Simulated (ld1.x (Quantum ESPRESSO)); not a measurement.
Plane-wave convergence, TM potential for lithium (Li)

ld1.x (Quantum ESPRESSO) 7.5 input, shortened:

```
&input
   title='Li', zed=3., rel=0, dft='PBE', iswitch=3,
   config='[He] 2s1 2p0'
 /
 &inputp
   pseudotype=2, tm=.true., lloc=-1, rcloc=0.60,
   nlcc=.false.
 /
2
1S  1  0   2.00   0.00  0.50  0.50  0.0
2P  2  1   0.00   0.00  4.20  4.20  0.0
 &test
   configts(1)='1s2 2s1 2p0'
 /
```

Occupied shells without a wave of their own: 2s. They enter only through the test configuration that unscreens the potential.

The pseudo-atom Hamiltonian at the reference potential is diagonalised in spherical Bessel functions j_l(qr) that vanish at 20 bohr, with q² up to the cutoff. All-electron valence levels (Ry): 1s -3.8109, 2s -0.2112, 2p -0.0801.

**Question.** How do the lowest levels (Ry) of each channel move with the cutoff, and are there ghosts?

**Answer.**

```json
{"cutoff (Ry)": "8", "s #1": "-1.7173", "s #2": "-0.1264", "s #3": "0.0251", "p #1": "-0.0801", "p #2": "0.0384", "d #1": "0.0439", "d #2": "0.1355", "f #1": "0.0982", "f #2": "0.2207", "Σ f·Δε (mRy)": "4269.2"}
{"cutoff (Ry)": "18", "s #1": "-2.3845", "s #2": "-0.1590", "s #3": "0.0163", "p #1": "-0.0801", "p #2": "0.0384", "d #1": "0.0439", "d #2": "0.1355", "f #1": "0.0982", "f #2": "0.2207", "Σ f·Δε (mRy)": "2902.2"}
{"cutoff (Ry)": "35", "s #1": "-2.9121", "s #2": "-0.1804", "s #3": "0.0114", "p #1": "-0.0801", "p #2": "0.0384", "d #1": "0.0439", "d #2": "0.1355", "f #1": "0.0982", "f #2": "0.2207", "Σ f·Δε (mRy)": "1825.6"}
{"cutoff (Ry)": "55", "s #1": "-3.2726", "s #2": "-0.1934", "s #3": "0.0087", "p #1": "-0.0801", "p #2": "0.0384", "d #1": "0.0439", "d #2": "0.1355", "f #1": "0.0982", "f #2": "0.2207", "Σ f·Δε (mRy)": "1091.7"}
{"cutoff (Ry)": "90", "s #1": "-3.5646", "s #2": "-0.2034", "s #3": "0.0067", "p #1": "-0.0801", "p #2": "0.0384", "d #1": "0.0439", "d #2": "0.1355", "f #1": "0.0982", "f #2": "0.2207", "Σ f·Δε (mRy)": "497.7"}
{"cutoff (Ry)": "140", "s #1": "-3.7336", "s #2": "-0.2088", "s #3": "0.0056", "p #1": "-0.0801", "p #2": "0.0384", "d #1": "0.0439", "d #2": "0.1355", "f #1": "0.0982", "f #2": "0.2207", "Σ f·Δε (mRy)": "154.3"}
{"cutoff (Ry)": "230", "s #1": "-3.8034", "s #2": "-0.2109", "s #3": "0.0052", "p #1": "-0.0801", "p #2": "0.0384", "d #1": "0.0439", "d #2": "0.1355", "f #1": "0.0982", "f #2": "0.2207", "Σ f·Δε (mRy)": "12.6"}
{"cutoff (Ry)": "400", "s #1": "-3.8096", "s #2": "-0.2111", "s #3": "0.0052", "p #1": "-0.0801", "p #2": "0.0384", "d #1": "0.0439", "d #2": "0.1355", "f #1": "0.0982", "f #2": "0.2207", "Σ f·Δε (mRy)": "0.0"}
```

Result: no extra level below or beside the all-electron valence levels (s, p, d, f tested); 10 mRy is reached at 260 Ry and 1 mRy at 300 Ry.
